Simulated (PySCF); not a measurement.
System: CH₄Si (charge 0, singlet). SMILES: C=[SiH2]
Coordinates optimised at B3LYP-D3(BJ)/def2-TZVP (Ansatz):
```
Si
C 1 1.7009
H 2 1.0823 1 122.25
H 2 1.0823 3 115.51 1 180.00
H 1 1.4730 2 122.63 3 0.00
H 1 1.4730 5 114.74 2 -180.00
```
Charge 0, spin multiplicity 1.

Dispersion corrections to the total energy (kcal/mol) from the dftd3 and dftd4 libraries through PySCF: D3(BJ) without and D4 with the three-body term, each with the damping fitted for the functional named.

```csv
functional,D3(BJ),D4
BP86,-3.35,…
PBE,-2.06,…
BHLYP,-3.01,-2.30
LC-wPBE,-1.94,-2.11
HSE06,-1.32,…
r2SCAN,-0.53,-0.42
HF,-20.11,-7.37
```

Question: Complete the blanks.

Answer: 
- BP86, D4: -2.47
- PBE, D4: -1.89
- HSE06, D4: -1.44
